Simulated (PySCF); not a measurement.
**Ru¹⁷⁺: fine-structure interval**

Ru¹⁷⁺ [Ar] 3d9 [3d3/2^4 3d5/2^5, M_J = 5/2] → Ru¹⁷⁺ [Ar] 3d9 [3d3/2^3 3d5/2^6, M_J = 3/2], as a difference of total energies. All numbers are calculated (PySCF 2.14, the two-component X2C-1e Hamiltonian, in an uncontracted even-tempered set (17 s from 1.7 bohr⁻², ratio 2.8; 13 p from 2.2 bohr⁻², ratio 2.8; 8 d from 2.2 bohr⁻², ratio 2.8; 4 f from 11 bohr⁻², ratio 3)). Correlated levels: [Ne] frozen; the 82 highest virtual spinors dropped. "Screened" scales the spin-orbit matrix elements by Boettger's factors to mimic the two-electron term; Breit and QED terms are absent.

| method | fine-structure interval (cm⁻¹) |
| --- | --- |
| GHF (screened spin-orbit) | 36781 |
| GMP2 (screened spin-orbit) | 36724 |
| GHF (bare spin-orbit) | 47645 |
